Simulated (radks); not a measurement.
Problem. Successive ionisation energies (eV) of one element, from differences of total energies of ions in their ground configurations, starting at charge 0: 6.489, 19.696, 36.169, 55.405, 76.906. All-electron calculation, non-relativistic Kohn-Sham, PBE, spin-polarised, spherical densities, point nucleus; open shells are filled with parallel spins first. Program: a radial shooting solver on a logarithmic mesh with Libxc functionals. Which element is it?

Solution. Nickel (Z = 28). The first species listed is Ni in [Ar] 3d8 4s2, the last Ni4+ in [Ar] 3d6.
